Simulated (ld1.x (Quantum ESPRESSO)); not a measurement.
## Si: variants of one TM potential

Base potential:

```json
{
  "Element": "Si",
  "Generator": "ld1.x (Quantum ESPRESSO) 7.5",
  "Type": "norm-conserving Troullier–Martins (Kleinman–Bylander form)",
  "Functional": "LDA (PZ)",
  "Relativity": "scalar-relativistic",
  "Frozen core": "[Ne]",
  "Valence charge": "4",
  "Reference configuration": "3s2 3p1.75 (charge +0.25)",
  "Partial waves": "3p (bound): rc 1.90 bohr; 3d channel at -0.1 Ry: rc 1.65 bohr; 3s (bound): rc 1.85 bohr",
  "Local potential": "the s channel",
  "Core correction": "none"
}
```

Cutoffs, loose and tight: the cutoffs (Ry, on a coarse ladder) from which the occupation-weighted sum of valence levels, in a spherical-Bessel basis at the reference potential, stays within 10 and 1 mRy of its value at 400 Ry. They do not see the model core or the augmentation charge, which bear on the density cutoff. Test errors are all-electron minus pseudo excitation energies from the reference, over the configurations 3s2 3p2; 3s2 3p1; 3s2 3p0; 3s1 3p2; 3s2 3p1.5; 3s1 3p0; 3s1 3p3 (two spin-polarised tests are not counted in the largest error). A dash means not determined; rows that change the core or the reference have their own tests.

| change | outcome | cutoff, loose | cutoff, tight | bound ghosts | largest test error (meV) |
| --- | --- | --- | --- | --- | --- |
| base | generated | 15 Ry | 35 Ry | none | +225 |
| all radii scaled by about 0.76 (s 1.40, p 1.44, d 1.26 bohr) | generated | 45 Ry | 80 Ry | none | +214 |
| all radii scaled by about 0.84 (s 1.56, p 1.60, d 1.40 bohr) | generated | 25 Ry | 45 Ry | none | +218 |
| all radii scaled by about 1.10 (s 2.04, p 2.10, d 1.82 bohr) | generated | 12 Ry | 35 Ry | none | +228 |
| all radii scaled by about 1.19 (s 2.20, p 2.26, d 1.96 bohr) | generated | 12 Ry | 30 Ry | none | +229 |
| all radii scaled by about 1.27 (s 2.36, p 2.42, d 2.10 bohr) | generated | 10 Ry | 25 Ry | none | +227 |
| all radii scaled by about 1.39 (s 2.56, p 2.64, d 2.28 bohr) | generated | 10 Ry | 21 Ry | none | +224 |

Q: What comes out with this change to the base: all radii scaled by about 0.96 (s 1.78, p 1.82, d 1.58 bohr)?

A: outcome: generated; cutoff, loose: 15 Ry; cutoff, tight: 40 Ry; bound ghosts: none; largest test error (meV): +224.

Reading the sweep of the scale of all radii (base = 1) (base included, trends over the rows without a ghost): The loose cutoff falls from 45 Ry at 0.76 to 10 Ry at 1.39. A larger radius leaves more room for a smooth pseudo-wave, so fewer plane waves are needed; a smaller one forces it to follow the all-electron wave where it bends sharply. The median size of the test errors (rows with all tests solved) is not monotonic: lowest 3.1 meV at 1, highest 6.0 meV at 1.27.
